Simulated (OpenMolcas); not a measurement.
# Rh2+: effect of the IPEA shift

```
Program             : OpenMolcas 26.06
Basis               : ANO-RCC-VTZP [7s6p4d2f1g]
Scalar Hamiltonian  : DKH2, point nucleus
Active space        : 7 electrons in 6 orbitals (4d 5s)
State averaging     : 2S+1 = 6 even, 6 roots (5 in the spin-orbit step); 2S+1 = 4 even, 60 roots; 2S+1 = 2 even, 110 roots
Spin-orbit coupling : RASSI with atomic mean-field integrals over the reference wave functions, term energies averaged over their components
```

Methods on the same reference wave functions:
A. CASSCF
B. MS-CASPT2, IPEA 0 Eh, imaginary shift 0.1 Eh (closed shells correlated: 4s 4p)
C. MS-CASPT2, IPEA 0.25 Eh, imaginary shift 0.1 Eh (closed shells correlated: 4s 4p)

Energies in cm⁻¹ above 4d⁷ ⁴F_9/2, the measured ground level; measured values from the list in Shadmi, J. Res. Natl. Bur. Stand. 70A, 435 (1966).

| Level | A | B | C | Measured |
| --- | --- | --- | --- | --- |
| 4d⁷ ⁴F_9/2 | 0.0 | 0.0 | 0.0 | 0.0 |
| 4d⁷ ⁴F_7/2 | 2215 | 2230 | 2220 | 2148 |
| 4d⁷ ⁴F_5/2 | 3638 | 3620 | 3620 | 3486 |
| 4d⁷ ⁴F_3/2 | 4537 | 4480 | 4490 | 4322 |
| 4d⁷ ²G_9/2 | 13897 | 12710 | 13280 |  |
| 4d⁷ ⁴P_3/2 [67 %] | 14602 | 10730 | 11160 | 10997 |
| 4d⁷ ⁴P_5/2 | 14940 | 10900 | 11230 | 11062 |
| 4d⁷ ²G_7/2 | 15989 | 14790 | 15370 |  |
| 4d⁷ ⁴P_1/2 | 16331 | 12340 | 12710 |  |
| 4d⁷ ²H_11/2 | 19214 | 17560 | 18130 |  |
| 4d⁷ ²D_5/2(1) | 20760 | 17960 | 18590 |  |
| 4d⁷ ²P_1/2 | 21155 | 17630 | 18310 |  |
| 4d⁷ ²H_9/2 | 21320 | 19710 | 20290 |  |
| 4d⁷ ²D_3/2(1) [67 %] | 24403 | 21420 | 22060 |  |
| 4d⁷ ²F_5/2 | 32584 | 26550 | 27340 |  |
| 4d⁷ ²F_7/2 | 33596 | 27620 | 28410 |  |
| 4d⁶ 5s ⁶D_9/2 | 36823 | 42100 | 42670 | 43022 |
| 4d⁶ 5s ⁶D_7/2 | 38148 | 43440 | 44000 | 44394 |
| 4d⁶ 5s ⁶D_5/2 [72 %] | 39045 | 44310 | 44870 | 45278 |
| 4d⁶ 5s ⁶D_3/2 | 39651 | 44900 | 45480 | 45877 |
| 4d⁶ 5s ⁶D_1/2 | 40005 | 45250 | 45830 |  |
| 4d⁶ 5s ⁴D_7/2(1) | 50702 | 51820 | 52920 |  |
| 4d⁶ 5s ⁴D_5/2(1) | 52132 | 53270 | 54370 |  |
| 4d⁷ ²D_3/2(2) | 52248 | 43570 | 43920 |  |

Deviations, from unrounded energies. A percentage is the sum of absolute deviations over the sum of measured energies, with the sign that they share, or ± where signs differ.

```csv
Against measurement,Levels,A,B,C
mean absolute deviation (cm-1),9,3600,510,250
fine structure of the ground term (%),3,+4.4,+3.8,+3.8
other terms of the ground configuration (%),2,+33.9,-1.9,+1.5
other configurations (%),4,-13.9,-2.1,-0.9
```

C lies closest to measurement on these levels and A furthest from it. The largest miss of C in the table is 4d⁶ 5s ⁶D_5/2 [72 %], by -410 cm-1. The ranking rests on the paired levels alone, and a cruder setting can come out closer through cancelling errors.

Between B and C the level of the table that moves most is 4d⁶ 5s ⁴D_5/2(1), by 1100 cm-1 (lowest in B, highest in C). Moves below CASPT2's spread within the term are not significant.

The mean deviations of B to C differ by less than CASPT2's widest spread within a term (1500 cm-1), so their order carries little weight.

From A to B the spin-free energies of the other terms of 4d⁷ shown, above ⁴F, scale by factors of 0.70 to 0.91.

The lowest spin-free term lies below A's lowest term by 0.496 hartree in B, 0.485 hartree in C.

CASPT2 does not keep the components of a term degenerate, so their means are used; among the terms shown or strongly mixed into the levels shown the widest spread is 1500 cm-1 (4d⁷ ⁴F, C). Some high roots are left out of the spin-orbit mixing, which shifts the levels that they would mix with. A single d shell beside an s shell can misplace configurations of different d count against each other. Without dynamic correlation excited terms often stand tens of per cent too high (terms of higher spin than the ground term too low), and those without a measured partner can miss by more than the paired ones (holds for A). Blocks of more than 70 roots (2S+1 = 2 even) ran without multistate coupling (holds for B; C). The CASPT2 spread within a term exceeds the gap to the next term for 4d⁷ ²H and 4d⁷ ²D(1), so the order of their levels is uncertain (holds for B). Measured partners are found by configuration, term and J. A level has none where our copy of the source lacks it or the pairing is in doubt (some pairs that miss far off the trend of their configuration count as doubtful), and it then counts in no deviation. Only configurations of the active space appear. The table leaves out levels that lie high or whose names do not pair safely across all columns.

A share in square brackets marks a mixed level and gives the weight of the term that names it, the lowest over the columns. A number in round brackets counts repeated terms of one configuration in the order of the reference energies.
